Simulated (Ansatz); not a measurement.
`[SiH3]O[SiH2][GaH2]` + H–F → `F[SiH2][GaH2]` + `O[SiH3]` at 400 K and 1 bar (ligand exchange at the Si–O bond).

Computed with Ansatz on PBE0-D4/def2-TZVP structures; ΔE is electronic, products minus reactants. CCSD(T)/CBS is the MP2 limit (def2-TZVPP, def2-QZVPP) plus CCSD(T) − MP2 in def2-TZVPP, frozen cores. This one scheme is used for every species. For Ga outer-core shells are correlated without core-valence functions, which leaves a few kJ/mol of doubt a bond. Scalar relativity is left out up to krypton. One conformer a species, not always the lowest.

```
              species  CCSD(T)/CBS energy (Eh)  H − E (kJ/mol)  S (J/(mol·K))
`[SiH3]O[SiH2][GaH2]`              -2581.53792           197.0          410.7
                  H–F               -100.39570            36.5          182.2
      `F[SiH2][GaH2]`              -2315.24935           113.2          350.9
            `O[SiH3]`               -366.69042           120.0          276.4
```

H − E and S are ideal-gas, rigid-rotor, harmonic terms from PBE0-D4/def2-TZVP, for one conformer and one mirror image of each species. 1 Eh = 2625.50 kJ/mol, R = 8.31446 J/(mol·K).

By hand: ΔE, ΔH, ΔS and ΔG.

ΔE = (-2315.24935) + (-366.69042) − (-2581.53792) − (-100.39570) = -0.00615 Eh = -16.1 kJ/mol. Δ(H − E) = 113.2 + 120.0 − 197.0 − 36.5 = -0.3, so ΔH = -16.4 kJ/mol. ΔS = 350.9 + 276.4 − 410.7 − 182.2 = 34.4 J/(mol·K). ΔG = -16.4 − 400 × (34.4)/1000 = -30.2 kJ/mol.

By hand: the equilibrium constant, and the temperature at which ΔG would vanish if ΔH and ΔS stayed fixed.

log₁₀ K = −ΔG/(RT ln 10) = 3.9. ΔH and −TΔS have one sign here, so there is no such temperature.

TΔS isn't small against ΔH here. A doubt of 5 kJ/mol in ΔE shifts log₁₀ K by 0.7 here. Other conformers and mirror images would add mixing entropy, several J/(mol·K) or more a flexible species. These are equilibria of isolated gas molecules and say nothing of rates. Largest T1 diagnostic: 0.013 (customary marks: 0.02 for closed shells, 0.045 for open ones).
